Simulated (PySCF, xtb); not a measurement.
SiBr₂Cl₂, SMILES Cl[Si](Cl)(Br)Br.

Harmonic wavenumbers (cm⁻¹) from GFN2-xTB (xtb) at its own minimum, in rising order: 92, 96, 144, 146, 151, 313, 467, 522, 539.

Question: What does PBE-D3(BJ)/def2-SVP in PySCF give at its own minimum? (The exact figures need the calculation; the answer reports its results.)

Answer: 101, 112, 162, 170, 172, 313, 497, 564, 603. Paired by order, the mean absolute difference is 25 cm⁻¹ and the zero-point energies are 3.5 and 3.9 kcal/mol.
